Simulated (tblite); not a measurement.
C6H12F3P.
Structure used (GFN2-xTB), in Å, numbered top down from 1:
```xyz
22
C6H12F3P angstrom
C      3.8096   -0.1397   -0.1306
C      2.4590   -0.7833    0.1579
C      1.3438    0.2566    0.2149
P     -0.2971   -0.5518    0.5554
C     -1.3613    0.9197    0.0798
C     -2.8412    0.6896    0.3728
C     -3.3819   -0.4935   -0.3994
F     -2.8639   -1.6599    0.0130
F     -3.1314   -0.4104   -1.7153
F     -4.7144   -0.6072   -0.2751
H      4.0608    0.5829    0.6429
H      4.5929   -0.8932   -0.1646
H      3.7888    0.3776   -1.0878
H      2.5011   -1.3189    1.1093
H      2.2302   -1.5166   -0.6200
H      1.5418    0.9653    1.0246
H      1.2968    0.8174   -0.7231
H     -0.3732   -1.1908   -0.6875
H     -1.0202    1.7669    0.6816
H     -1.2177    1.1679   -0.9747
H     -2.9971    0.4787    1.4326
H     -3.4361    1.5621    0.0916
```

Method: GFN2-xTB as coded in tblite; computed harmonic values from a numerical Hessian at the method's own geometry, unscaled. Errors from tens to a few hundred cm⁻¹ against measured bands are possible. Modes of hydrogen on phosphorus can be 10 to 20 % off. One conformer, not necessarily the lowest.

Harmonic wavenumbers (cm⁻¹): 27.8, 49.6, 64.9, 76.4, 100.1, 135.3, 192.5, 229.0, 233.7, 255.9, 336.1, 356.7, 421.1, 476.7, 504.4, 574.1, 682.8, 721.3, 731.1, 766.8, 803.0, 817.0, 895.6, 916.8, 946.2, 947.2, 1027.5, 1046.9, 1052.2, 1066.4, 1083.6, 1113.8, 1153.8, 1182.1, 1200.5, 1215.4, 1225.2, 1259.7, 1269.6, 1323.0, 1340.7, 1415.6, 1433.9, 1443.0, 1451.9, 1493.2, 1502.4, 1504.5, 2270.8, 2930.4, 2945.6, 2952.6, 2959.0, 2960.1, 2977.0, 2979.4, 2995.5, 3028.7, 3033.4, 3039.8.

A = 3135, B = 411.5, C = 403.6 MHz; mass 172.063 u (most abundant isotopes); point group C1, symmetry number 1.

**Question.** Zero-point energy?

**Answer.** Half the sum of the wavenumbers: 37570 cm⁻¹ = 449.43 kJ/mol.

**Question.** Entropy at 273.15 K, 1 bar (ideal gas, RRHO, classical rotation)?

**Answer.** Translation 171.24, rotation 127.78, vibration 158.52: S = 457.5 J/(mol K).

**Question.** And Cp and H(273.15 K) − H(0)?

**Answer.** Cp = 177.82 J/(mol K), of which vibrations give 144.56 (their classical limit is 60 R = 498.9); H(273.15 K) − H(0) = 30.38 kJ/mol without the zero-point energy, 21.29 from vibrations.

**Question.** Blend soft modes into free rotors: weight 1/[1 + (100 cm⁻¹/ν̃)⁴] for the oscillator and the rest for a rotor with moment μB/(μ + B), μ = h/(8π²ν), B = 10⁻⁴⁴ kg m². What vibrational entropy results?

**Answer.** 139.58 J/(mol K) in place of 158.52, which changes −T·S at 273.15 K by +5.17 kJ/mol.

**Question.** Which modes carry the vibrational entropy at 273.15 K?

**Answer.** 27.8 cm⁻¹: 24.30; 49.6 cm⁻¹: 19.50; 64.9 cm⁻¹: 17.28; 76.4 cm⁻¹: 15.94; 100.1 cm⁻¹: 13.73; 135.3 cm⁻¹: 11.30 J/(mol K); the other 54 give 56.47 together.

Hindered rotation and anharmonicity are outside this model. Other conformers, if any are populated, would add a mixing term that is left out. The structure is chiral; the term R ln 2 for an equal mix with its mirror image is left out.
